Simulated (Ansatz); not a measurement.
Mg3S4⁻. The state is a doublet with charge -1. Geometry B3LYP-D4/def2-SVPD.

Cartesian coordinates in Å:
```
Mg -1.5580 -2.1621 2.0941
Mg 0.0962 1.0705 0.3868
Mg -1.6718 -0.9245 -1.2233
S 2.1949 -0.1303 -0.6197
S 0.5294 0.1928 -2.0104
S 2.3819 1.7699 0.4009
S -1.9727 0.1837 0.9716
```

At HF/def2-TZVPD the charge -1 doublet is spin-contaminated (final ⟨S²⟩ up to 1.07, 0.75 for a pure state). Another isomer (doublet) lies 2.33 eV lower at PBE0-D4/def2-TZVPD; other spin states weren't run for this one.

Q: Estimate the α-spin orbital energies around the gap (eV) in Ansatz with HF/def2-TZVPD, PBE-D4/def2-TZVPD, r2SCAN-D4/def2-TZVPD, B97M-V/def2-TZVPD, PBE0-D4/def2-TZVPD.

A: 
```csv
orbital,HF/def2-TZVPD,PBE-D4/def2-TZVPD,r2SCAN-D4/def2-TZVPD,B97M-V/def2-TZVPD,PBE0-D4/def2-TZVPD
HOMO−9,-9.81,-5.21,-5.60,-5.61,-6.66
HOMO−8,-8.24,-3.94,-4.26,-4.25,-5.22
HOMO−7,-7.83,-3.93,-4.22,-4.21,-5.11
HOMO−6,-7.19,-3.25,-3.56,-3.56,-4.44
HOMO−5,-7.01,-3.24,-3.52,-3.52,-4.37
HOMO−4,-6.88,-2.99,-3.30,-3.33,-4.17
HOMO−3,-6.64,-2.67,-2.97,-2.99,-3.88
HOMO−2,-5.49,-1.63,-1.88,-1.94,-2.81
HOMO−1,-3.33,-0.87,-0.99,-0.94,-1.58
HOMO,-2.67,-0.43,-0.56,-0.42,-1.03
LUMO,3.23,0.46,0.50,0.58,1.11
LUMO+1,3.47,1.07,1.20,1.24,1.79
LUMO+2,3.66,1.33,1.50,1.34,1.88
LUMO+3,3.78,1.58,1.77,1.58,2.12
LUMO+4,3.81,1.65,1.86,1.70,2.23
LUMO+5,3.94,2.25,2.52,2.14,2.68
β HOMO,-2.59,-0.66,-0.68,-0.75,-1.20
β LUMO,3.18,0.23,0.42,0.11,0.90
```
